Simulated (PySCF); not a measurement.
In(I)3, SMILES [I][In]([I])[I] (I3In) (B3LYP/def2-SVP optimised geometry):

```
4

In    -0.671     0.004     0.000
I      2.021     0.004     0.000
I     -2.009    -2.333     0.002
I     -2.021     2.333     0.000
```

Computed with B3LYP/def2-TZVP, def2 effective core potentials past Kr (PySCF).

Q: What are the frontier orbital energies and the dipole moment?

A: HOMO-2 -7.77 eV, HOMO-1 -7.77 eV, HOMO -7.59 eV, LUMO -3.60 eV, LUMO+1 -2.39 eV; dipole moment 0.01 D.

On the same geometry PBE/def2-TZVP, def2 effective core potentials past Kr in PySCF gives HOMO-2 -6.91 eV, HOMO-1 -6.91 eV, HOMO -6.71 eV, LUMO -4.06 eV, LUMO+1 -2.82 eV; dipole moment 0.01 D.
